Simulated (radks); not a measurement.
The numbers below are computed, except where a source is named.
The vanadium ion V4+, configuration [Ar] 3d1. Level of theory: scalar-relativistic Kohn-Sham, PBE, spin-polarised, spherical densities, point nucleus; open shells are filled with parallel spins first (a radial shooting solver on a logarithmic mesh with Libxc functionals).

Local quantities along the radius. ELF = 1/(1 + alpha^2) is the electron localisation function; alpha = (tau - tau_W)/tau_unif compares the Pauli kinetic energy density with that of the uniform gas (summed over spins); -r V(r) is the screened charge that the Kohn-Sham potential of spin up presents (atomic units); 4 pi r^2 rho is in e/bohr. tau is taken from the large components.

r (bohr)    ELF    alpha  -r V(r)  4 pi r^2 rho
0.003946  1.000  0.01576    22.73         1.440
0.005016  1.000  0.01664    22.65         2.200
0.006377  1.000  0.01796    22.54         3.317
0.008042  1.000  0.01982    22.41         4.854
0.01022   0.999  0.02265    22.25         7.048
0.013     0.999  0.02693    22.03         9.962
0.01652   0.999  0.03364    21.76         13.61
0.02083   0.998  0.04424    21.44         17.66
0.02649   0.996  0.06335    21.03         21.93
0.03367   0.990  0.09967    20.54         25.49
0.04246   0.971   0.1714    19.96         27.33
0.05398   0.899   0.3354    19.26         26.92
0.06862   0.670   0.7016    18.44         24.44
0.08724   0.363    1.324    17.50         21.62
0.11      0.271    1.638    16.46         20.98
0.1399    0.423    1.169    15.33         23.77
0.1778    0.693   0.6649    14.12         28.22
0.2242    0.827   0.4571    12.88         29.71
0.285     0.826   0.4582    11.57         25.06
0.3624    0.564   0.8796    10.27         16.25
0.4606    0.149    2.390    8.977         9.704
0.5809    0.234    1.807    7.911         8.992
0.7385    0.724   0.6169    6.941         10.92
0.9388    0.856   0.4102    6.053         10.29
1.184     0.809   0.4860    5.370         6.626
1.505     0.572   0.8642    4.864         2.742
1.913     0.166    2.242    4.584        0.7203
2.432     0.015    8.162    4.457        0.1175
3.068     0.001    35.14    4.290       0.01272
3.9       0.000    193.5    4.133     0.0007497

On this mesh the ELF has minima near r = 0.11, 0.52 bohr, which separate the shells, and maxima near 0.25 (0.84), 0.94 (0.86).
